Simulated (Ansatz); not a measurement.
All numbers were calculated with Ansatz.

Basis-set series for H5NOSSi2. The species carries charge 0 and has multiplicity 1. The structure was optimised at the PBE0-D4/def2-TZVP level. It is one conformer, not always the lowest.

Z-matrix (Å, degrees):
```
Si
N 1 1.726
Si 1 2.440 2 45.1
S 1 2.117 2 117.5 3 119.4
O 1 1.670 2 88.2 3 0.4
H 1 1.479 2 118.1 3 -115.1
H 2 1.002 1 134.0 3 -176.9
H 3 1.483 1 124.8 2 -93.9
H 3 1.485 1 125.8 2 92.8
H 4 1.345 1 94.0 2 -45.0
```

```
functional       basis  functions  energy (Eh)  HOMO (eV)  LUMO (eV)
   PBE0-D4    def2-SVP        107  -1109.37380      -7.55       0.06
   PBE0-D4  def2-QZVPP        474  -1109.93523      -7.70      -0.50
   ωB97M-V    def2-SVP        107  -1109.78884      -9.75       1.98
   ωB97M-V  def2-QZVPP        474  -1110.35074      -9.93       1.03
```

Task: Give the rows for def2-TZVPP. (Best estimate.)

Result: The calculation gave: 
```csv
functional,basis,functions,energy (Eh),HOMO (eV),LUMO (eV)
PBE0-D4,def2-TZVPP,258,-1109.89454,-7.67,-0.36
ωB97M-V,def2-TZVPP,258,-1110.31286,-9.90,1.35
```

Positive LUMOs are unbound and depend on the basis.
